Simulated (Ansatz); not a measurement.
Basis-set extrapolation for C3H8BClO (`CCOB(C)Cl`) (PBE0-D4/def2-TZVP geometry, frozen core, the Gaussian-basis code of Ansatz). Multiplicity 1, RHF reference.

|  | def2-TZVPP | def2-QZVPP |
| --- | --- | --- |
| HF | -677.517204 | -677.540163 |
| MP2 correlation | -1.047156 | -1.125140 |
| CCSD(T) correlation | -1.148591 | not run |

Energies in hartree. Use E(X) = E(∞) + A·exp(−7.88·√X) for Hartree–Fock and E(X) = E(∞) + B·X^(−2.97) for correlation, with X = 3 and 4, and add CCSD(T) minus MP2 of the smaller set to the MP2 limit.

Problem. What is the CCSD(T) energy at the basis-set limit?

Solution. HF limit: -677.540163 + (-0.022959) × 0.13774 = -677.54333. MP2 limit: -1.125140 + (-0.077984) × 0.74074 = -1.18291. Higher-order term: -1.148591 − (-1.047156) = -0.10143. Total: -678.82767 hartree, 4.40 eV below CCSD(T)/def2-TZVPP.
